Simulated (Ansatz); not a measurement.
Program: Ansatz 0.2.0.

Basis-set series for `[F][Sb]([SiH3])[Cl]`. The species carries charge 0 and has multiplicity 1. Sb takes the def2 core potential. All single points use the PBE0-D4/def2-TZVP geometry.

| functional | basis | functions | energy (Eh) | HOMO (eV) | LUMO (eV) |
| --- | --- | --- | --- | --- | --- |
| PBE0-D4 | def2-SVP | 91 | -1090.96475 | -7.25 | -1.67 |
| PBE0-D4 | def2-QZVPP | 369 | -1091.40433 | -7.37 | -1.91 |
| ωB97M-V | def2-SVP | 91 | -1091.20514 | -9.17 | 0.28 |
| ωB97M-V | def2-QZVPP | 369 | -1091.64723 | -9.34 | -0.13 |

**Question.** Give the rows for def2-TZVPP. (An estimate is asked.)

**Answer.** The calculation gave: 
```json
{"functional": "PBE0-D4", "basis": "def2-TZVPP", "functions": "207", "energy (Eh)": "-1091.37157", "HOMO (eV)": "-7.35", "LUMO (eV)": "-1.87"}
{"functional": "ωB97M-V", "basis": "def2-TZVPP", "functions": "207", "energy (Eh)": "-1091.61583", "HOMO (eV)": "-9.32", "LUMO (eV)": "-0.04"}
```
